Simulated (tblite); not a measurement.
C₆HN₂O (doublet state).
SMILES: `[C]#CC#Cc1ncno1`

Level: GFN2-xTB in tblite, geometry and Hessian alike; calculated harmonic values, unscaled, isolated species. This tight-binding method is rough: wavenumbers can miss measured ones by several per cent, in bad cases by 10 to 20. Open shells enter through the occupations alone, without spin polarisation, and single modes of such species can be off by tens of per cent.

Harmonic wavenumbers (cm⁻¹): 64.5, 77.7, 94.3, 180.3, 278.9, 351.3, 381.0, 432.1, 470.4, 640.3, 698.6, 871.1, 925.8, 938.7, 1009.2, 1057.8, 1092.3, 1233.4, 1303.3, 1426.8, 1525.1, 1996.6, 2224.1, 3206.3.

A = 10183, B = 736.8, C = 688.2 MHz; mass 117.009 u (most abundant isotopes); point group C1, symmetry number 1; spin multiplicity 2.

Question: What is the zero-point energy?

Answer: ½Σν̃ = 11240 cm⁻¹ = 32.14 kcal/mol.

Question: Give the ideal-gas entropy at 400 K and 1 bar in the rigid-rotor, harmonic-oscillator model (classical rotation).

Answer: Translation 41.67, rotation 29.40, vibration 27.50, spin (R ln 2) 1.38: S = 99.9 cal/(mol K).

Question: And Cp and H(400 K) − H(0)?

Answer: Cp = 32.98 cal/(mol K), of which vibrations give 25.03 (their classical limit is 24 R = 47.7); H(400 K) − H(0) = 8.69 kcal/mol without the zero-point energy, 5.51 from vibrations.

Question: What must be added to the electronic energy to get the Gibbs energy at 400 K and 1 bar?

Answer: ZPE + [H(400 K) − H(0)] − T·S = 32.14 + 8.69 − 39.98 = 0.85 kcal/mol.

Question: How do the functions run with temperature in this model?

Answer: 
```csv
T (K),S (cal/(mol K)),Cp (cal/(mol K)),H − H(0) (kcal/mol),G − H(0) (kcal/mol),ln q(vib)
150,75.1,19.3,2.07,-9.19,2.29
250,86.3,25.3,4.30,-17.28,4.21
298.15,91.0,27.9,5.58,-21.55,5.09
600,114.8,40.2,16.06,-52.81,10.21
900,132.4,46.2,29.13,-90.00,14.62
```

q(vib) and H(0) count from the zero-point level.

Question: Which modes carry the vibrational entropy at 400 K?

Answer: 64.5 cm⁻¹: 4.89; 77.7 cm⁻¹: 4.53; 94.3 cm⁻¹: 4.15; 180.3 cm⁻¹: 2.88; 278.9 cm⁻¹: 2.06; 351.3 cm⁻¹: 1.65 cal/(mol K); the other 18 give 7.34 together.

Question: Blend soft modes into free rotors: weight 1/[1 + (100 cm⁻¹/ν̃)⁴] for the oscillator and the rest for a rotor with moment μB/(μ + B), μ = h/(8π²ν), B = 10⁻⁴⁴ kg m². What vibrational entropy results?

Answer: 25.01 cal/(mol K) in place of 27.50, which changes −T·S at 400 K by +1.00 kcal/mol.

Hindered rotation and anharmonicity are outside this model.

On one thread, Arm Neoverse V1 (aarch64), no GPU, shared host with 32 logical CPUs at a one-minute load of 8.9, this took 0.27 s wall. The figure is for the frequency step alone.
